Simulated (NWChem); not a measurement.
The numbers come from NWChem runs, not from measurements. System: CCl$_{3}$, charge 1, spin multiplicity 1, at the geometry of a parent with another charge or spin, in a state set for the comparison that need not be this species' ground state. Level: PBE/def2-TZVP.

Input file:

```
start mol
memory heap 200 mb stack 900 mb global 1100 mb
charge 1
geometry units angstroms nocenter noautoz
  Cl     0.843112    -0.032721     1.460379
  C      0.000390     0.264891     0.000000
  Cl     0.843112    -0.032721    -1.460379
  Cl    -1.686361    -0.028050     0.000000
  symmetry group Cs
end
basis spherical
  * library def2-tzvp
end
dft
  xc xpbe96 cpbe96
  semidirect memsize 60000000 filesize 0
  iterations 100
end
task dft energy
```

Output (cleaned and shortened):

```
             Northwest Computational Chemistry Package (NWChem) 7.3.0
             --------------------------------------------------------

                                NWChem Input Module
                                -------------------

 Scaling coordinates for geometry "geometry" by  1.889725989
 (inverse scale =  0.529177249)

 Turning off AUTOSYM since
 SYMMETRY directive was detected!

                             Geometry "geometry" -> ""
                             -------------------------

 Output coordinates in angstroms (scale by  1.889725989 to convert to a.u.)

  No.       Tag          Charge          X              Y              Z
 ---- ---------------- ---------- -------------- -------------- --------------
    1 Cl                  17.0000     0.84311200    -0.03272100     1.46037900
    2 C                    6.0000     0.00039000     0.26489100     0.00000000
    3 Cl                  17.0000     0.84311200    -0.03272100    -1.46037900
    4 Cl                  17.0000    -1.68636100    -0.02805000     0.00000000

 Effective nuclear repulsion energy (a.u.)     251.6592475089

            Nuclear Dipole moment (a.u.)
            ----------------------------
        X                 Y               Z
 ---------------- ---------------- ----------------
     0.0000207870    -0.0000340151     0.0000000000

      Symmetry information
      --------------------

 Group name             Cs
 Group number              2
 Group order               2
 No. of unique centers     3

      Symmetry unique atoms

     1    2    4


 Summary of "ao basis" -> "" (spherical)
 ------------------------------------------------------------------------------
       Tag                 Description            Shells   Functions and Types
 ---------------- ------------------------------  ------  ---------------------
 *                         def2-tzvp                  on all atoms

  pbe96 is a nonlocal functional; adding pw91lda local functional.

                                 NWChem DFT Module
                                 -----------------

 Summary of "ao basis" -> "ao basis" (spherical)
 ------------------------------------------------------------------------------
       Tag                 Description            Shells   Functions and Types
 ---------------- ------------------------------  ------  ---------------------
 Cl                        def2-tzvp                13       37   5s5p2d1f
 C                         def2-tzvp                11       31   5s3p2d1f

 Summary of "ao basis" -> "ao basis" (spherical)
 ------------------------------------------------------------------------------
       Tag                 Description            Shells   Functions and Types
 ---------------- ------------------------------  ------  ---------------------
 Cl                        def2-tzvp                13       37   5s5p2d1f
 C                         def2-tzvp                11       31   5s3p2d1f

      Symmetry analysis of basis
      --------------------------

        a'         83
        a"         59

            General Information
            -------------------
          SCF calculation type: DFT
          Wavefunction type:  closed shell.
          No. of atoms     :     4
          No. of electrons :    56
           Alpha electrons :    28
            Beta electrons :    28
          Charge           :     1
          Spin multiplicity:     1
          Use of symmetry is: on ; symmetry adaption is: on
          Maximum number of iterations: 100
          AO basis - number of functions:   142
                     number of shells:    50
          Convergence on energy requested:  1.00D-06
          Convergence on density requested:  1.00D-05
          Convergence on gradient requested:  5.00D-04

              XC Information
              --------------
          PerdewBurkeErnzerhof Exchange Functional  1.000
            Perdew 1991 LDA Correlation Functional  1.000 local
           PerdewBurkeErnz. Correlation Functional  1.000 non-local

             Grid Information
             ----------------
          Grid used for XC integration:  medium
          Radial quadrature: Mura-Knowles
          Angular quadrature: Lebedev.
          Tag              B.-S. Rad. Rad. Pts. Rad. Cut. Ang. Pts.
          ---              ---------- --------- --------- ---------
          Cl                  1.00       88           9.0       590
          C                   0.70       49           7.0       434
          Grid pruning is: on
          Number of quadrature shells:   225
          Spatial weights used:  Erf1

          Convergence Information
          -----------------------
          Convergence aids based upon iterative change in
          total energy or number of iterations.
          Levelshifting, if invoked, occurs when the
          HOMO/LUMO gap drops below (HL_TOL):  1.00D-02
          DIIS, if invoked, will attempt to extrapolate
          using up to (NFOCK): 10 stored Fock matrices.

                    Damping( 0%)  Levelshifting(0.5)       DIIS
                  --------------- ------------------- ---------------
          dE  on:    start            ASAP                start
          dE off:    2 iters        100 iters           100 iters

      Screening Tolerance Information
      -------------------------------
          Density screening/tol_rho:  1.00D-10
          AO Gaussian exp screening on grid/accAOfunc:  14
          CD Gaussian exp screening on grid/accCDfunc:  20
          XC Gaussian exp screening on grid/accXCfunc:  20
          Schwarz screening/accCoul:  1.00D-08

      Superposition of Atomic Density Guess
      -------------------------------------

 Sum of atomic energies:       -1416.10439401

 Renormalizing density from      57.00 to     56

      Non-variational initial energy
      ------------------------------

 Total energy =   -1401.452016
 1-e energy   =   -2414.538795
 2-e energy   =     761.427532
 HOMO         =      -0.700434
 LUMO         =      -0.402726

      Symmetry analysis of molecular orbitals - initial
      -------------------------------------------------

  Numbering of irreducible representations:

     1 a'          2 a"

  Orbital symmetries:

     1 a'          2 a"          3 a'          4 a'          5 a'
     6 a"          7 a'          8 a'          9 a'         10 a"
    11 a"         12 a'         13 a"         14 a'         15 a'
    16 a"         17 a'         18 a'         19 a"         20 a'
    21 a"         22 a'         23 a'         24 a"         25 a'
    26 a"         27 a'         28 a"         29 a'         30 a'
    31 a"         32 a'         33 a'         34 a'         35 a"
    36 a'         37 a"         38 a'

------------------------------------------------------------
EAF file 0: "./mol.aoints.0" size=524288 bytes
------------------------------------------------------------
               write      read    awrite     aread      wait
               -----      ----    ------     -----      ----
     calls:        1         0         0         0         0
   data(b): 5.24e+05  0.00e+00  0.00e+00  0.00e+00
   time(s): 0.00e+00  0.00e+00  0.00e+00  0.00e+00  0.00e+00
rate(mb/s): 0.00e+00  0.00e+00
------------------------------------------------------------

   convergence    iter        energy       DeltaE   RMS-Dens  Diis-err    time
 ---------------- ----- ----------------- --------- --------- ---------  ------
 d= 0,ls=0.0,diis     1  -1417.5137239843 -1.67D+03  1.40D-02  5.80D+00     3.2
 d= 0,ls=0.5,diis     2  -1415.9678150863  1.55D+00  7.11D-03  1.74D+01     3.8
 d= 0,ls=0.5,diis     3  -1417.5574840742 -1.59D+00  2.87D-03  1.79D+00     4.4
 d= 0,ls=0.5,diis     4  -1417.7606099604 -2.03D-01  9.68D-04  1.52D-01     5.0
 d= 0,ls=0.5,diis     5  -1417.7839127073 -2.33D-02  4.64D-04  2.17D-02     5.6
  Resetting Diis
 d= 0,ls=0.5,diis     6  -1417.7883729864 -4.46D-03  2.46D-04  5.21D-03     6.2
 d= 0,ls=0.5,diis     7  -1417.7896130187 -1.24D-03  2.73D-04  2.71D-03     6.8
 d= 0,ls=0.5,diis     8  -1417.7901238457 -5.11D-04  1.29D-04  2.76D-03     7.3
 d= 0,ls=0.5,diis     9  -1417.7904251096 -3.01D-04  8.43D-05  1.01D-03     7.9
 d= 0,ls=0.5,diis    10  -1417.7905626315 -1.38D-04  4.57D-05  1.61D-04     8.5
 d= 0,ls=0.5,diis    11  -1417.7905927253 -3.01D-05  2.33D-05  1.74D-05     9.1
 d= 0,ls=0.5,diis    12  -1417.7905994701 -6.74D-06  1.32D-05  5.84D-06     9.7
 d= 0,ls=0.5,diis    13  -1417.7906018270 -2.36D-06  8.05D-06  4.15D-06    10.3
 d= 0,ls=0.5,diis    14  -1417.7906029268 -1.10D-06  5.05D-06  2.72D-06    10.9
 d= 0,ls=0.5,diis    15  -1417.7906034644 -5.38D-07  3.33D-06  1.68D-06    11.4

         Total DFT energy =    -1417.790603739797
      One electron energy =    -2444.057088106161
           Coulomb energy =      863.769517699633
    Exchange-Corr. energy =      -89.162280842186
 Nuclear repulsion energy =      251.659247508917

 Numeric. integr. density =       55.999999566759

     Total iterative time =     11.4s

                  Occupations of the irreducible representations
                  ----------------------------------------------

                     irrep           alpha         beta
                     --------     --------     --------
                     a'               17.0         17.0
                     a"               11.0         11.0

                       DFT Final Molecular Orbital Analysis
                       ------------------------------------

 Vector   26  Occ=2.000000D+00  E=-5.414516D-01  Symmetry=a'
              MO Center= -3.8D-01,  1.1D-02, -2.4D-11, r^2= 3.7D+00
   Bfn.  Coefficient  Atom+Function         Bfn.  Coefficient  Atom+Function
  ----- ------------  ---------------      ----- ------------  ---------------
   121      0.372286  4 Cl py                15     -0.227402  1 Cl px
    83     -0.227402  3 Cl px               124      0.192796  4 Cl py
   120     -0.190589  4 Cl px                16     -0.185606  1 Cl py
    84     -0.185606  3 Cl py               118      0.171278  4 Cl py
   112     -0.140147  4 Cl py                18     -0.116944  1 Cl px

 Vector   27  Occ=2.000000D+00  E=-5.414375D-01  Symmetry=a"
              MO Center=  3.8D-01,  9.8D-03,  2.5D-11, r^2= 3.7D+00
   Bfn.  Coefficient  Atom+Function         Bfn.  Coefficient  Atom+Function
  ----- ------------  ---------------      ----- ------------  ---------------
    16      0.322328  1 Cl py                84     -0.322328  3 Cl py
   122      0.238826  4 Cl pz                17      0.203087  1 Cl pz
    85      0.203087  3 Cl pz                19      0.166938  1 Cl py
    87     -0.166938  3 Cl py                13      0.148286  1 Cl py
    81     -0.148286  3 Cl py               125      0.123590  4 Cl pz

 Vector   28  Occ=2.000000D+00  E=-5.140897D-01  Symmetry=a"
              MO Center=  8.2D-04, -2.6D-02,  4.2D-14, r^2= 4.0D+00
   Bfn.  Coefficient  Atom+Function         Bfn.  Coefficient  Atom+Function
  ----- ------------  ---------------      ----- ------------  ---------------
   122      0.356520  4 Cl pz                15      0.308941  1 Cl px
    83     -0.308941  3 Cl px               125      0.189509  4 Cl pz
    17     -0.178447  1 Cl pz                85     -0.178447  3 Cl pz
    18      0.164226  1 Cl px                86     -0.164226  3 Cl px
   119      0.164660  4 Cl pz                12      0.142687  1 Cl px

 Vector   29  Occ=0.000000D+00  E=-4.217092D-01  Symmetry=a'
              MO Center=  2.9D-04,  2.1D-01, -2.5D-14, r^2= 2.9D+00
   Bfn.  Coefficient  Atom+Function         Bfn.  Coefficient  Atom+Function
  ----- ------------  ---------------      ----- ------------  ---------------
    44      0.370909  2 C  py                47      0.352254  2 C  py
    16     -0.245666  1 Cl py                84     -0.245666  3 Cl py
   121     -0.245522  4 Cl py                41      0.215537  2 C  s
    19     -0.196585  1 Cl py                87     -0.196585  3 Cl py
   124     -0.196505  4 Cl py                50      0.193685  2 C  py

 Vector   30  Occ=0.000000D+00  E=-3.048253D-01  Symmetry=a'
              MO Center=  2.5D-04, -4.4D-02, -1.4D-13, r^2= 3.7D+00
   Bfn.  Coefficient  Atom+Function         Bfn.  Coefficient  Atom+Function
  ----- ------------  ---------------      ----- ------------  ---------------
    41      0.819664  2 C  s                123     -0.293149  4 Cl px
   120     -0.287843  4 Cl px                40      0.268292  2 C  s
    20      0.253984  1 Cl pz                88     -0.253984  3 Cl pz
    17      0.249366  1 Cl pz                85     -0.249366  3 Cl pz
     5     -0.201641  1 Cl s                 73     -0.201641  3 Cl s

 Vector   31  Occ=0.000000D+00  E=-2.385856D-01  Symmetry=a"
              MO Center=  3.8D-01,  5.0D-02, -4.9D-11, r^2= 3.3D+00
   Bfn.  Coefficient  Atom+Function         Bfn.  Coefficient  Atom+Function
  ----- ------------  ---------------      ----- ------------  ---------------
    48      0.468421  2 C  pz                45      0.422282  2 C  pz
     5     -0.338031  1 Cl s                 73      0.338031  3 Cl s
    51      0.328152  2 C  pz                20      0.265801  1 Cl pz
    88      0.265801  3 Cl pz                18      0.255392  1 Cl px
    86     -0.255392  3 Cl px                17      0.194175  1 Cl pz

 center of mass
 --------------
 x =  -0.00000179 y =  -0.00146475 z =   0.00000000

 moments of inertia (a.u.)
 ------------------
         536.020110126214           0.978660881340           0.000000000000
           0.978660881340        1065.305124032236           0.000000000000
           0.000000000000           0.000000000000         536.029540302995

     Multipole analysis of the density
     ---------------------------------

     L   x y z        total         alpha         beta         nuclear
     -   - - -        -----         -----         ----         -------
     0   0 0 0      1.000000    -28.000000    -28.000000     57.000000

     1   1 0 0     -0.000362     -0.000191     -0.000191      0.000021
     1   0 1 0     -0.027081     -0.013524     -0.013524     -0.000034
     1   0 0 1     -0.000000     -0.000000     -0.000000      0.000000

     2   2 0 0    -22.686252   -140.817983   -140.817983    258.949714
     2   1 1 0     -0.010725      0.232493      0.232493     -0.475712
     2   1 0 1      0.000000      0.000000      0.000000      0.000000
     2   0 2 0    -28.448736    -15.064964    -15.064964      1.681192
     2   0 1 1      0.000000      0.000000      0.000000      0.000000
     2   0 0 2    -22.687715   -140.816422   -140.816422    258.945130

 Task  times  cpu:       12.0s     wall:       12.0s

 Total times  cpu:       12.1s     wall:       12.1s
```
